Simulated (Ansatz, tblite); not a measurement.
Removing and adding an electron: SiMeCl3 (CH₃Cl₃Si). Charge 0, multiplicity 1. Geometry: PBE0-D4/def2-SVP. Ansatz, gas phase; energy differences of separate SCF runs; the oxidised species was run as a doublet alone; the reduced species was run as a doublet alone.

```xyz
8

Si    0.1036   -0.7282    0.2976
C    -0.1375    0.9668   -0.3951
H    -0.3142    0.9089   -1.4795
H     0.7578    1.5794   -0.2118
H    -1.0036    1.4491    0.0822
Cl    0.4422   -0.6413    2.3205
Cl    1.7119   -1.6487   -0.5859
Cl   -1.5602   -1.8860   -0.0279
```

The xTB rows come from tblite. LC-ωPBE has ω = 0.4 bohr⁻¹. HOMO above LUMO, or a gap near zero within one spin, warns that the state may not be the lowest or that an electron is smeared out.

(1) Estimate orbital energies and vertical ionisation energies and electron affinities at: GFN1-xTB; GFN2-xTB; PBE-D4/def2-TZVP; PBE-D4/def2-TZVPD; BLYP-D4/def2-TZVP; r2SCAN-D4/def2-TZVP; r2SCAN-D4/def2-TZVPD; PBE0-D4/def2-TZVP; PBE0-D4/def2-TZVPD; r2SCAN0-D4/def2-TZVP; BHLYP-D4/def2-TZVP; LC-ωPBE/def2-TZVP.

## Answers

(1) 
| level | −HOMO (eV) | vertical IE (eV) | −LUMO (eV) | vertical EA (eV) | HOMO–LUMO gap (eV) | IE − EA (eV) | remarks |
| --- | --- | --- | --- | --- | --- | --- | --- |
| GFN1-xTB | 12.20 | 14.73 | 4.29 | 1.67 | 7.91 | 13.07 | – |
| GFN2-xTB | 11.93 | 14.48 | 5.21 | 2.43 | 6.72 | 12.05 | – |
| PBE-D4/def2-TZVP | 7.74 | 10.61 | 0.93 | – | 6.81 | – | gap within one spin near zero (+1 doublet) |
| PBE-D4/def2-TZVPD | 7.80 | – | 1.20 | -0.42 | 6.60 | – | HOMO above zero (-1 doublet) |
| BLYP-D4/def2-TZVP | 7.56 | 10.47 | 0.82 | – | 6.74 | – | gap within one spin near zero (+1 doublet) |
| r2SCAN-D4/def2-TZVP | 8.12 | 10.89 | 0.54 | – | 7.58 | – | gap within one spin near zero (+1 doublet) |
| r2SCAN-D4/def2-TZVPD | 8.15 | – | 0.74 | -0.68 | 7.42 | – | HOMO above zero (-1 doublet) |
| PBE0-D4/def2-TZVP | 9.16 | 11.18 | -0.09 | – | 9.25 | – | – |
| PBE0-D4/def2-TZVPD | 9.20 | – | 0.35 | -0.62 | 8.85 | – | HOMO above zero (-1 doublet) |
| r2SCAN0-D4/def2-TZVP | 9.41 | 11.36 | -0.33 | – | 9.74 | – | – |
| BHLYP-D4/def2-TZVP | 10.43 | 11.57 | -1.18 | – | 11.61 | – | – |
| LC-ωPBE/def2-TZVP | 11.99 | 11.94 | -2.49 | – | 14.48 | – | – |

Run but left out: LDA (SPW92)/def2-TZVP (charge +1 doublet: an occupied level 0.04 eV above an empty one).   A HOMO above zero means that the electron is unbound at that level or that self-interaction error raises the level; the energy of removing that electron tells which. Raw xTB energy differences between charge states are shifted by several eV; the methods need an empirical correction for them. A negative affinity means that the extra electron isn't bound; its size then hangs on the basis.
